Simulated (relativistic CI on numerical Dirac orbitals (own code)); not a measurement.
# As12+: q coefficients and field-shift factors

Computed by Dirac-Coulomb-Breit CI, orbitals from a KLI potential per configuration, derivatives by finite differences, unscaled Slater integrals, QED left out (own radial code, finite nucleus).

Configurations in the expansion (outside the closed core [Ne]): 3s²3p⁶3d³, 3s²3p⁵3d⁴, 3s3p⁶3d⁴, 3p⁶3d⁵, 3s²3p⁶3d²4s, 3s²3p⁶3d²4p, 3s²3p⁶3d²4d, 3s²3p⁶3d4s². Levels of other configurations are missing.

With x = (α/α₀)² − 1 an excitation energy changes as ω = ω₀ + qx; K = 2q/ω₀ is the relative enhancement. Terms are leading LS components, so labels can repeat. The field-shift factor is F = δν/δ⟨r²⟩ for the transition from the lowest level.

Lowest level 3s²3p⁶3d³ ⁴F3/2.

```tsv
Level	ω₀ (cm⁻¹)	q (cm⁻¹)	F (GHz/fm²)
3s²3p⁶3d³ ⁴F5/2	3122	3563	0.0162
3s²3p⁶3d³ ⁴F7/2	6925	7381	0.0339
3s²3p⁶3d³ ⁴F9/2	11095	10970	0.051
3s²3p⁶3d³ ⁴P1/2	38621	3474	0.0153
3s²3p⁶3d³ ⁴P3/2	38665	2006	0.0117
3s²3p⁶3d³ ²G7/2	42618	5372	0.0523
3s²3p⁶3d³ ⁴P5/2	43658	8906	0.0386
3s²3p⁶3d³ ²G9/2	45270	6314	0.0626
3s²3p⁶3d³ ²D3/2	53818	4951	0.0404
3s²3p⁶3d³ ²P1/2	56531	7658	0.0674
3s²3p⁶3d³ ²H9/2	59487	10440	0.107
3s²3p⁶3d³ ²H11/2	60463	8941	0.107
3s²3p⁶3d³ ²D5/2	62621	10620	0.0578
```

At this charge energies of transitions that change n are usually good to better than 1 %, and those within a shell (Δn = 0) to a few per cent. Terms inside the open d or f shell come out 10 to 20 % too wide with unscaled integrals.

Question: Which transition from the lowest level has the largest |K|?

Answer: 3s²3p⁶3d³ ⁴F5/2 at 3122 cm⁻¹, K = 2.28.
